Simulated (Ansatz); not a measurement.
A run for Ansatz (a program for electronic structure): U-CCSD(T)/def2-TZVPP on TaS, 2S+1 = 4, a spin state set in the input, which need not be the lowest, a point of a bond scan (R = 2.143 Å). Elements past Kr take the def2 small-core potentials; no spin–orbit coupling.

Ansatz 0.2 input:
```yaml
crystal:
  periodic: [false, false, false]
  atoms:
    - {symbol: Ta, position_ang: [0.00000000, 0.00000000, 0.00000000]}
    - {symbol: S, position_ang: [0.00000000, 0.00000000, 2.14331400]}
basis:
  gaussian:
    orbitals: def2-TZVPP
    pivot_positions_ang: [[0.00000000, 0.00000000, 0.00000000], [0.00000000, 0.00000000, 2.14331400]]
magnetization: {spin_polarized: true, initial_magnetization: 3}
correlation: {method: ccsd_t, electrons: valence}
output: {orbitals: {seedname: ./end}}
```

Q: Predict the final total energy.

A: -454.4312 hartree (reference determinant -453.9076, T1 diagnostic 0.031). Its determinant has ⟨S²⟩ = 3.87, a mixture of spin states.

Q: How many basis functions does it have, and what does it roughly cost on one machine?

A: 98 functions; around 2.2 core-minutes (rough).
